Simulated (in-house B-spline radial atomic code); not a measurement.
Ca⁺ is squeezed into an impenetrable sphere of radius R (the orbitals vanish at R). Method: Dirac-Hartree-Fock, average of configuration, Fermi nucleus of rms radius 3.4776 fm. Calculated with a B-spline radial code for spherical atoms.

Energies in eV above the free ion in [Ar] 4s1:

| R (bohr) | highest level (eV) | [Ar] 4s1 | [Ne] 3s2 3p5 4s1 4f1 | [Ar] 4p1 |
| --- | --- | --- | --- | --- |
| 9.22 | -11.4 | 0.02305 | 39.3 | 3.05 |
| 6.62 | -10.9 | 0.4965 | 42.87 | 4.161 |
| 4.76 | -7.72 | 3.724 | 53.09 | 9.275 |
| 3.91 | -1.88 | 9.874 | 66.81 | 17.44 |
| 3.74 | 0.222 | 12.19 | 71.31 | 20.31 |
| 3.02 | 17.3 | 33.01 | 105.5 | 44.11 |
| 2.7 | 33.3 | 55.4 | 137 | 68.05 |
| 2.34 | 65.1 | 106.4 | 202.3 | 120.6 |
| 1.99 | 124 | 217.5 | 333.4 | 232.1 |
| 1.24 | 574 | 1409 | 1605 | 1396 |

**Question.** Does [Ne] 3s2 3p5 4s1 4f1 fall below [Ar] 4s1 under compression?

**Answer.** No, it stays above over the whole range.

**Question.** Does [Ar] 4p1 fall below [Ar] 4s1 under compression?

**Answer.** Yes, between R = 1.99 and 1.24 bohr the order changes (near 1.59 bohr by linear interpolation).

The highest level is first positive in the row R = 3.74 bohr, pushed up by confinement above the zero of the free ion's potential. Each configuration is held fixed and needn't be the lowest in the sphere.
